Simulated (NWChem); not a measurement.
System: CoF$_{2}$, quartet; SMILES [F][Co][F]

```xyz
3

Co     0.0000     0.0000     0.0000
F      0.0000     0.0000     1.7107
F      0.0000     0.0000    -1.7107
```
Atoms are numbered in this order, from 1.

Results from NWChem. Pople sets run with spherical d functions. Spin-unrestricted. Coordinates come from a PBE0/def2-SVP, spin-unrestricted optimisation. The spin multiplicity was typed, not searched, and may not be the lowest. No stability test was run on the SCF state. Vzz is the largest principal value of the second derivative of the potential at the nucleus (NWChem prints the opposite sign); η is the asymmetry. Non-relativistic.

Problem. Predict the results for B3LYP/6-31G*. Quantities: Vzz Co1 (a.u.); η Co1.

Solution. Vzz Co1 (a.u.): 3.312
η Co1: 0.00
